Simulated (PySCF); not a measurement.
Compound: C₉H₉FOS.
SMILES with atom numbers: `[CH3:1][c:2]1[cH:3][cH:4][c:5]2[c:6]([c:7]1[F:8])[CH2:9][CH2:10][S@@:11]2=[O:12]`

Geometry (PBE0-D3(BJ)/def2-SVP, Å), atoms numbered from 1 in this order:
```
atom  x, y, z in Å
C1     3.3884    0.5877   -0.3677
C2     1.9991    0.3102    0.1172
C3     1.7189   -0.0656    1.4371
C4     0.4154   -0.3027    1.8728
C5    -0.6135   -0.1508    0.9564
C6    -0.3928    0.2302   -0.3652
C7     0.9187    0.4483   -0.7608
F8     1.1618    0.8273   -2.0196
C9    -1.6425    0.3863   -1.1865
C10   -2.7639    0.5801   -0.1696
S11   -2.3569   -0.4461    1.3139
O12   -2.7488    0.3030    2.5518
H13    3.5237    1.6585   -0.5904
H14    4.1331    0.3008    0.3866
H15    3.6040    0.0404   -1.2975
H16    2.5510   -0.1685    2.1383
H17    0.2013   -0.5781    2.9077
H18   -1.5718    1.2298   -1.8899
H19   -1.8177   -0.5175   -1.7955
H20   -3.7646    0.3067   -0.5304
H21   -2.7840    1.6010    0.2441
```

NICS = −σ at a ghost point: NICS(0) at the centroid of the ring atoms, NICS(1) 1 Å to either side along the normal of their mean plane, zz for the tensor component along that normal. Level: GIAO PBE0/pcSseg-1 (PySCF, non-relativistic, gas phase) on the PBE0-D3(BJ)/def2-SVP geometry, one conformer.

Ring bond lengths (Å), with Mayer bond orders in brackets: C2–C3 1.401 (1.42), C3–C4 1.395 (1.44), C4–C5 1.386 (1.44), C5–C6 1.393 (1.29), C6–C7 1.387 (1.38), C7–C2 1.399 (1.33); C5–C6 1.393 (1.29), C6–C9 1.504 (1.03), C9–C10 1.526 (1.01), C10–S11 1.849 (0.87), S11–C5 1.804 (0.87).

Give the NICS values of each ring in ppm.

```tsv
ring	type	NICS(0)	NICS(1), two faces	NICS(1)zz, two faces	rms pucker (Å)	centre to ring atoms, mean (Å)
C2–C3–C4–C5–C6–C7	6-membered carbocycle; formal bonds all aromatic	-10.2	-11.3 / -11.1	-25.7 / -25.2	0.00	1.39
C5–C6–C9–C10–S11	5-membered ring with S; formal bonds 1 aromatic, 4 single	-3.2	-2.2 / -4.0	3.4 / -0.9	0.17	1.35
```

What can be read from them?

- C2–C3–C4–C5–C6–C7: mean NICS(1)zz -25.5 ppm, shielded, aromatic by this magnetic criterion (flat ring, no four-coordinate atom), though in fused rings the probe also feels the neighbouring ring.
- C5–C6–C9–C10–S11: mean NICS(1)zz 1.2 ppm, near zero. C9, C10 have four or more neighbours, and the NICS criterion for π rings isn't applied. The two faces differ by 4.3 ppm, so no symmetry operation interchanges them.

How equal are the bonds by HOMA? HOMA = 1 − mean of α(R − Ropt)² over the ring bonds, with Krygowski's 1993 parameters (CC: Ropt 1.388 Å, α 257.7 Å⁻²).

- C2–C3–C4–C5–C6–C7: HOMA 0.98 = 1 − EN − GEO, with mean bond length 1.393 Å, EN = α(Ropt − mean)² = 0.008 and GEO = α × variance = 0.008. The geometric and the magnetic index point the same way.

What are the shieldings of the ring atoms and their hydrogens in the same run (means over atoms taken as equivalent)?

```json
{"atoms": "C2", "environment": "substituted aromatic carbon", "σ isotropic (ppm)": "52.2", "principal values of the symmetric part, first atom (ppm)": "-25.1, 16.4, 165.4"}
{"atoms": "C3", "environment": "aromatic CH carbon", "σ isotropic (ppm)": "47.4", "principal values of the symmetric part, first atom (ppm)": "-51.0, 39.8, 153.5"}
{"atoms": "C4", "environment": "aromatic CH carbon", "σ isotropic (ppm)": "57.8", "principal values of the symmetric part, first atom (ppm)": "-45.5, 38.2, 180.5"}
{"atoms": "C5", "environment": "substituted aromatic carbon", "σ isotropic (ppm)": "28.6", "principal values of the symmetric part, first atom (ppm)": "-42.3, 6.0, 122.1"}
{"atoms": "C6", "environment": "substituted aromatic carbon", "σ isotropic (ppm)": "56.1", "principal values of the symmetric part, first atom (ppm)": "-9.8, 27.6, 150.6"}
{"atoms": "C7", "environment": "aromatic C–F carbon", "σ isotropic (ppm)": "20.0", "principal values of the symmetric part, first atom (ppm)": "-56.7, 35.1, 81.6"}
{"atoms": "C9", "environment": "benzylic-type carbon", "σ isotropic (ppm)": "158.5", "principal values of the symmetric part, first atom (ppm)": "139.4, 159.7, 176.5"}
{"atoms": "C10", "environment": "sp3 carbon bound to sulfur", "σ isotropic (ppm)": "120.7", "principal values of the symmetric part, first atom (ppm)": "76.6, 118.9, 166.7"}
{"atoms": "S11", "environment": "sulfinyl sulfur", "σ isotropic (ppm)": "137.2", "principal values of the symmetric part, first atom (ppm)": "-10.7, 118.1, 304.2"}
{"atoms": "H16", "environment": "aromatic hydrogen", "σ isotropic (ppm)": "23.87", "principal values of the symmetric part, first atom (ppm)": "19.8, 24.3, 27.5"}
{"atoms": "H17", "environment": "aromatic hydrogen", "σ isotropic (ppm)": "23.65", "principal values of the symmetric part, first atom (ppm)": "19.7, 23.8, 27.5"}
{"atoms": "H18", "environment": "methylene hydrogen", "σ isotropic (ppm)": "27.99", "principal values of the symmetric part, first atom (ppm)": "21.9, 27.6, 34.5"}
{"atoms": "H19", "environment": "methylene hydrogen", "σ isotropic (ppm)": "28.49", "principal values of the symmetric part, first atom (ppm)": "23.5, 27.2, 34.7"}
{"atoms": "H20", "environment": "methylene hydrogen", "σ isotropic (ppm)": "27.70", "principal values of the symmetric part, first atom (ppm)": "23.7, 26.7, 32.7"}
```

The list is cut; further classes of hydrogen are left out.
